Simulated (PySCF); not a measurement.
PySCF 2.14 output of an unrestricted PBE calculation on a single atom or ion in def2-TZVPPD with the def2 core potential (60 electrons) (6s5p3d2f1g, 59 functions), with scalar relativity through the core potential:

```
SCF conv_tol = 1e-09
number electrons alpha = 8  beta = 5
    J. P. Perdew, K. Burke, and M. Ernzerhof.,  Phys. Rev. Lett. 77, 3865 (1996)
    J. P. Perdew, K. Burke, and M. Ernzerhof.,  Phys. Rev. Lett. 78, 1396 (1997)
    J. P. Perdew, K. Burke, and M. Ernzerhof.,  Phys. Rev. Lett. 77, 3865 (1996)
    J. P. Perdew, K. Burke, and M. Ernzerhof.,  Phys. Rev. Lett. 78, 1396 (1997)
cycle= 1 E= -66.5959001957103  delta_E= -0.00737  |g|= 0.015  |ddm|= 0.571
cycle= 2 E= -66.5959777129269  delta_E= -7.75e-05  |g|= 0.00963  |ddm|= 0.0514
cycle= 3 E= -66.5960211151698  delta_E= -4.34e-05  |g|= 0.000133  |ddm|= 0.0233
cycle= 4 E= -66.5960211266232  delta_E= -1.15e-08  |g|= 4.09e-06  |ddm|= 0.000539
cycle= 5 E= -66.5960211266286  delta_E= -5.46e-12  |g|= 1.63e-07  |ddm|= 1.1e-05
converged SCF energy = -66.5960211266286  <S^2> = 3.7531964  2S+1 = 4.0015979
```

The run itself started from symmetry-adapted Hartree-Fock orbitals and held the occupation by maximum overlap, on a logarithmic radial grid, so the iterations belong to that start.

Q: Which element, charge and spin multiplicity is this?

A: W⁺ (tungsten, charge +1), multiplicity 4; the state was [Xe] 4f14 5d3 6s2, high-spin 4F determinant (an excited configuration).

Energies and moments cover only the electrons outside the core potential. Spin-orbit coupling, absent here, splits the open shell strongly.
